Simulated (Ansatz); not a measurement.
Relaxation of CH7BSSi (11 atoms, charge 0, multiplicity 1), to a largest force component of 0.02 eV/Å in at most 50 steps.

Computed with Ansatz, UKS PBE-D4/cc-pVDZ.

```xyz
11
Properties=species:S:1:pos:R:3:forces:R:3
B -1.011 1.812 -0.028 -1.54 2.03 -1.16
Si -0.218 0.325 0.802 1.70 -0.17 0.71
C 0.426 -0.811 -0.526 2.63 0.23 1.19
S 1.322 -2.233 0.274 -0.27 0.00 -0.45
H -1.965 1.689 -0.795 0.25 0.01 0.08
H -0.660 2.962 0.179 0.00 -0.08 -0.06
H 0.912 0.791 1.667 0.26 -0.17 0.22
H -1.168 -0.375 1.609 -1.13 -0.83 0.95
H -0.368 -1.140 -1.119 -1.68 -0.81 -1.48
H 1.208 -0.266 -1.101 -0.39 -0.01 -0.19
H 1.587 -2.813 -0.940 0.16 -0.20 0.19
```

Where does it end, and by what steps?

The run converged. The force dipped under the threshold on the way, but the program's further checks kept it going. After 27 steps the energy has fallen by 0.452 eV; H6 moved furthest, 0.97 Å.

```csv
step,energy less start (eV),largest force component (eV/Å),accepted
0,0.0000,2.629,yes
1,-0.3442,0.907,yes
2,-0.4081,0.288,yes
3,-0.4180,0.139,yes
4,-0.4200,0.052,yes
5,-0.4288,0.101,yes
6,-0.4270,0.421,no
7,-0.4348,0.037,yes
8,-0.4393,0.104,yes
9,-0.4382,0.340,no
10,-0.4431,0.070,yes
11,-0.4459,0.071,yes
12,-0.4460,0.145,yes
13,-0.4416,0.303,no
14,-0.4504,0.025,yes
15,-0.4503,0.095,no
16,-0.4506,0.012,yes
17,-0.4510,0.032,yes
18,-0.4513,0.047,yes
19,-0.4515,0.045,yes
20,-0.4514,0.081,no
21,-0.4517,0.029,yes
22,-0.4519,0.018,yes
23,-0.4520,0.032,yes
24,-0.4520,0.027,yes
25,-0.4521,0.009,yes
26,-0.4516,0.072,no
27,-0.4521,0.008,yes
```

```xyz
11
Properties=species:S:1:pos:R:3
B -1.096 1.961 -0.035
Si -0.116 0.386 0.753
C 0.444 -0.908 -0.542
S 1.317 -2.297 0.282
H -1.338 2.073 -1.222
H -1.475 2.851 0.702
H 1.098 0.878 1.516
H -1.019 -0.291 1.767
H -0.453 -1.275 -1.083
H 1.111 -0.406 -1.275
H 1.591 -3.030 -0.843
```

Run time: 56 s on 2 threads of Intel(R) Xeon(R) Platinum 8488C (Sapphire Rapids), on a shared host, peak memory 0.19 GiB.
